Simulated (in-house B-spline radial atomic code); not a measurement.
A radial electron density 4πr²n(r) was computed for an atom or ion in its tabulated ground configuration with a B-spline radial code for spherical atoms; method: Dirac-Kohn-Sham LDA PW92, spherical fractional occupations. Columns: r (bohr), 4πr²n(r) (electrons per bohr), bar.

```
 0.00119    1.456 #
 0.00146    2.091 #
 0.00177    2.926 ##
 0.00216    4.115 ###
 0.00263    5.722 ####
 0.00321    7.914 #####
 0.00391    10.79 #######
 0.00476    14.49 #########
  0.0058    19.17 ############
 0.00707    24.87 ###############
 0.00862    31.48 ####################
  0.0105    38.65 ########################
  0.0128    45.83 ############################
  0.0156    52.08 ################################
   0.019    56.37 ###################################
  0.0232    57.84 ####################################
  0.0282    56.33 ###################################
  0.0344    52.84 #################################
  0.0419     49.8 ###############################
  0.0511     50.1 ###############################
  0.0622    55.33 ##################################
  0.0758    63.93 ########################################
  0.0924    70.81 ############################################
   0.113    70.27 ############################################
   0.137    61.71 ######################################
   0.167    50.89 ################################
   0.204    46.83 #############################
   0.248    51.53 ################################
   0.302    56.46 ###################################
   0.369    51.23 ################################
   0.449    36.18 ######################
   0.547    21.31 #############
   0.667    14.84 #########
   0.813    15.03 #########
    0.99    15.09 #########
    1.21     11.9 #######
    1.47    7.357 #####
    1.79    3.627 ##
    2.18    1.456 #
    2.66   0.4597 
    3.24   0.1087 
    3.95   0.0171 
    4.81 0.001633
```

Task: Which atom or ion is it?
A. Rh4+
B. Pd3+
C. Rh3+
D. Ru3+

Result: C. The area under the curve, ∫4πr²n dr = ∫r·4πr²n d(ln r) on this logarithmic grid, is 42 electrons, which only this option has. The configuration is [Kr] 4d6.
